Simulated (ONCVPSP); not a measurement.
**What one change does to a pseudopotential (N (Z = 7), ONCV)**

```json
{
 "Element": "N",
 "Generator": "ONCVPSP 4.0.1",
 "Type": "optimised norm-conserving Vanderbilt (ONCV)",
 "Functional": "PBEsol",
 "Relativity": "non-relativistic",
 "Frozen core": "[He]",
 "Valence charge": "5",
 "Reference configuration": "2s2 2p2 (charge +1)",
 "Partial waves": "2s: rc 1.10 bohr, ncon 3, nbas 8, qcut 4.9 1/bohr, 1 projector; 2p: rc 1.40 bohr, ncon 4, nbas 8, qcut 11.8 1/bohr, 2 projectors, debl 2 Ha; d scattering state at 0.24 Ha: rc 1.25 bohr, ncon 5, nbas 8, qcut 8 1/bohr, 2 projectors, debl 2 Ha",
 "Local potential": "polynomial inside 0.95 bohr (lpopt 5, dvloc0 0 Ha)",
 "Core correction": "Teter function, fcfact 4.5, rcfact 1.1"
}
```

Change: s: rc 1.58.

Cutoffs: the cutoffs (Ha) at which the residual kinetic energy of the hardest occupied pseudo-wave falls to 1 and 0.1 mHa per electron; they do not see the model core or the augmentation charge, which bear on the density cutoff. Errors are all-electron minus pseudo energies relative to the spin-unpolarised reference configuration.

Problem. Predict the effect on cutoff, ghosts and configuration errors.

Solution. The potential gets softer (90 Ha and 200 Ha → 37 Ha and 46 Ha); of the 4 tests that both files solve, the error grows in 4 and shrinks in 0 by more than 15 % and 0.3 meV (median size 36.6 → 55.9 meV); neither file shows a bound ghost. A larger radius leaves more room for a smooth pseudo-wave, so fewer plane waves are needed. More of the atom is replaced by a form fitted at one configuration, so other configurations suffer.

| quantity | base | changed |
| --- | --- | --- |
| cutoff, loose | 90 Ha | 37 Ha |
| cutoff, tight | 200 Ha | 46 Ha |
| loose cutoff by channel | s 90 Ha, p 37 Ha | s 5.4 Ha, p 37 Ha |
| bound ghosts | none | none |
| GHOST(+) flags under 300 eV | none | none |
| error for 2s2 2p3, meV [ΔE -13.53 eV] | +15 | +26 |
| error for 2s2 2p1, meV [ΔE 28.74 eV] | +58 | +86 |
| error for 2s2 2p0, meV [ΔE 75.63 eV] | +411 | +561 |
| error for 2s2 2p2.5, meV [ΔE -8.46 eV] | +5.5 | +9.2 |
| p: phases at 1.42 bohr within 0.05 rad from the reference energy up to (Ha; the scan ends near 5) | to the end of the scan | to the end of the scan |
| d: phases at 1.27 bohr within 0.05 rad from the reference energy up to (Ha; the scan ends near 5) | to the end of the scan | to the end of the scan |
| rms error of d²Exc/dni dnj with the model core, mHa | 2.92 | 3.12 |
